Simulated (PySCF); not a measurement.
# Molecular orbitals of BrCl

r²SCAN at R = 2.156 Å; basis Br cc-pVDZ-PP with ECP10, Cl cc-pV(D+d)Z; scalar-relativistic core potentials; PySCF 2.14. State: ¹Σ⁺ (singlet), closed shell. Only the outer orbitals are listed, counted within each symmetry, core potentials removing the inner ones.

```tsv
orbital	occ.	ε (eV)	on Br (%)	main shells (%)
7σ	2	-23.61	47	49 Cl s, 44 Br s
8σ	2	-19.93	53	52 Br s, 46 Cl s
9σ	2	-11.81	45	51 Cl p, 41 Br p
4π	2	-9.71	41	59 Cl p, 40 Br p
4π	2	-9.71	41	59 Cl p, 40 Br p
5π	2	-7.31	60	60 Br p, 40 Cl p
5π	2	-7.31	60	60 Br p, 40 Cl p
10σ	0	-4.49	56	54 Br p, 42 Cl p
11σ	0	8.78	76	52 Br p, 25 Cl d, 24 Br d
6π	0	11.08	73	58 Br p, 22 Cl d, 15 Br d
```

**Question.** Which are the highest filled and the lowest empty level, where do they sit, and how wide is the gap?

**Answer.** Highest filled 5π at -7.31 eV (in %: 60 Br p, 40 Cl p); lowest empty 10σ at -4.49 eV (in %: 54 Br p, 42 Cl p); the gap at r²SCAN is 2.82 eV.

```
bond order (Mayer)                               : 1.03
⟨S²⟩                                             : 0.000
charge on Br (Mulliken, basis-dependent)         : 0.08
charge on Br (Löwdin, basis-dependent)           : 0.08
dipole moment (positive dipole means Br(−)Cl(+)) : -0.65 D
```
